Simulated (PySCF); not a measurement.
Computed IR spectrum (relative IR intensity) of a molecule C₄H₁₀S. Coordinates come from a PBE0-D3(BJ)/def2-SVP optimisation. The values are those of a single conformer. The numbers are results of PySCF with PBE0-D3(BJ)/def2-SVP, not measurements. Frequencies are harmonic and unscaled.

ν (cm⁻¹): 210 (m), 259 (m), 285 (vw), 304 (w), 397 (vw), 606 (w), 846 (vw), 881 (w), 1049 (w), 1193 (vs), 1253 (w), 1381 (s), 1404 (w), 1469 (s), 1485 (m), 2707 (m), 3042 (m), 3046 (s), 3053 (m), 3138 (vs), 3149 (m), 3157 (m), 3162 (s) (against the strongest line: vs over 80 %, s over 45 %, m over 15 %, w over 4 %, vw less)

Task: Identify the compound among the candidates.
A. CC(C)CS
B. CSC(C)C
C. CC(C)(C)S
D. CC[C@H](C)S

Result: C, CC(C)(C)S
